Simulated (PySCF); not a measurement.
ZnHF, SMILES [F][ZnH]. Geometry optimised at PBE0-D3(BJ)/def2-TZVP.

Level of theory: PBE0-D3(BJ)/def2-TZVP (PySCF).

Harmonic wavenumbers (cm⁻¹): 474, 474, 661, 2010. Rotational constants (GHz): 10.39 (linear); symmetry number 1.

Q: Work out the zero-point energy and the ideal-gas rigid-rotor harmonic-oscillator thermochemistry at 298.15 K and 1 atm.

A: ZPE = ½ Σ hcν = ½ × 3619 cm⁻¹ = 5.17 kcal/mol. H − E(el) = 7.64 kcal/mol. Entropy in cal/(mol K): translation 39.25, rotation 14.69, vibration 1.81, total 55.75. G − E(el) = -8.99 kcal/mol. Cp = 10.49 cal/(mol K).
